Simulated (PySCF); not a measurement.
Nb(F)3(OH)2 (F3H2NbO2), SMILES [OH][Nb]([OH])([F])([F])[F], multiplicity 1.

Coordinates come from a r2SCAN-D4/def2-SVP optimisation. A frequency run showed that this geometry is not a minimum. The multiplicity is an assumed one; no other spin state was optimised. The structure was generated by enumeration; whether it is a known compound was not checked. The def2 effective core potentials stand for the cores of Nb; spin–orbit coupling is left out. One conformer was computed; it need not be the lowest.

Computed with PBE/def2-TZVP in PySCF.

Gas-phase values at a fixed geometry.

Computed frontier levels, gap, dipole moment and polarisability:
```
Quantity                                                                                                         Value
---------------------------------------------------------------------------------------------  -----------------------
highest occupied level                                                                                        -8.17 eV
lowest empty level                                                                                            -2.68 eV
orbital gap                                                                                                    5.50 eV
dipole moment                                                                                                   0.00 D
quadrupole, principal values (traceless, Buckingham form, about the centre of nuclear charge)  -9.40, -9.40, 18.79 D·Å
mean static polarisability                                                                        50.3 bohr³ (7.45 Å³)
polarisability, principal values                                                                42.2, 42.2, 66.5 bohr³
```
